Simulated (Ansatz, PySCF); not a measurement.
System: CHO₂, charge 0, multiplicity 2. It need not be the lowest isomer of its formula. 
Geometry from a B3LYP-D3(BJ)/def2-TZVP (Ansatz, a first-principles code) optimisation:
SMILES: [C](O)[O]
```xyz
4

C     -0.3844    -0.1290    -0.0556
O     -0.3996    -0.1022     1.1203
O      0.6420     0.1898    -0.8566
H      0.3676     0.0738    -1.7766
```
Charge 0, spin multiplicity 2.

Total electronic energies in hartree. Valence correlation only, unless marked. Open shells are spin-unrestricted. Spin-orbit coupling is left out. Non-relativistic. Basis-set limits of correlation are two-point, X^-3; Hartree-Fock from the larger set.

```
level                                program  energy (Eh)
----------------------------  --------------  -----------
HF/aug-cc-pVTZ                        Ansatz   -188.20942
BLYP/def2-TZVPD                        PySCF   -189.16310
B3LYP-D3(BJ)/def2-TZVPD       Ansatz + dftd3   -189.18765
MN15/def2-TZVPD                        PySCF   -188.98702
HSE06-D3(BJ)/def2-TZVPD       Ansatz + dftd3   -188.97190
RI-MP2/aug-cc-pVTZ                    Ansatz   -188.82181
RI-MP2/cc-pVTZ                        Ansatz   -188.80665
CCSD(T)/STO-3G                        Ansatz   -185.76882
CCSD(T)/CBS(cc-pVTZ,cc-pVQZ)          Ansatz    -188.9265
```

Totals of different functionals don't rank their quality; only differences between species are comparable.
